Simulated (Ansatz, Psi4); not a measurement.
GaF (SMILES [F][Ga]): methods side by side

GaF has 2 atoms, charge 0, and is taken as a singlet. As SMILES, `[F][Ga]`. Geometry: relaxed at PBE0-D4/def2-TZVP.

```xyz
2

F     0.0000    0.0000    0.0063
Ga    0.0000    0.0000    1.7929
```

Each level gives the electronic atomisation energy (eV). The values are calculated. Electronic energies at fixed atoms, without zero-point motion or spin-orbit coupling.

| level | kind | program | value (eV) | CPU time (all runs) |
| --- | --- | --- | --- | --- |
| HF/def2-TZVPPD | Hartree–Fock | Ansatz | 4.23 | 2.1 s |
| SVWN5/def2-TZVPPD | LDA | Ansatz | 7.20 | 4.3 s |
| revPBE/def2-TZVPPD | GGA | Psi4 | 6.03 | 20 s |
| r2SCAN/def2-TZVPPD | meta-GGA | Psi4 | 6.13 | 50 s |
| TPSSh/def2-TZVPPD | hybrid meta-GGA | Psi4 | 6.04 | 51 s |
| CAM-B3LYP/def2-TZVPPD | range-separated hybrid | Psi4 | 6.15 | 53 s |
| PBE-QIDH/def2-TZVPPD | double hybrid | Ansatz | 6.00 | 7.7 s |
| RPA@PBE/def2-TZVPPD | RPA | Ansatz | 5.55 | 9.7 s |
| BCCD(T)/def2-TZVPPD | coupled cluster or CI | Ansatz | 6.06 | 11 s |

All-electron rows without a relativistic Hamiltonian named are non-relativistic. The values span 4.23 to 7.20 eV. In the correlated wave-function rows the outer d shell of Ga is correlated, in sets not made for it. Times are those of the runs behind each value, whatever else they computed, on shared processors of several kinds: orders of magnitude only.
